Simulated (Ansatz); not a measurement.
Input file for Ansatz (a quantum-chemistry and plane-wave program): R-CCSD(T)/cc-pVDZ on BH3O3 (SMILES OB(O)O), a point of a torsion scan.

Ansatz 0.2 input:
```yaml
crystal:
  periodic: [false, false, false]
  atoms:
    - {symbol: O, position_ang: [-1.21900232, -0.62994660, 0.27145979]}
    - {symbol: B, position_ang: [-0.08497622, 0.14054624, 0.16574152]}
    - {symbol: O, position_ang: [0.01615847, 1.34221213, 0.80086281]}
    - {symbol: O, position_ang: [0.95042935, -0.27816418, -0.59456878]}
    - {symbol: H, position_ang: [-1.83926467, -0.60543094, -0.44933563]}
    - {symbol: H, position_ang: [-0.72782120, 1.57360220, 1.35540438]}
    - {symbol: H, position_ang: [1.71501722, 0.29644756, -0.56498258]}
basis:
  gaussian:
    orbitals: cc-pVDZ
magnetization: {spin_polarized: false}
correlation: {method: ccsd_t, electrons: outside_noble_gas}
scf: {lower_state_search: off}
```

**Question.** Give the final energy of this run.

**Answer.** -251.8698 hartree (reference determinant -251.1993, T1 diagnostic 0.012).
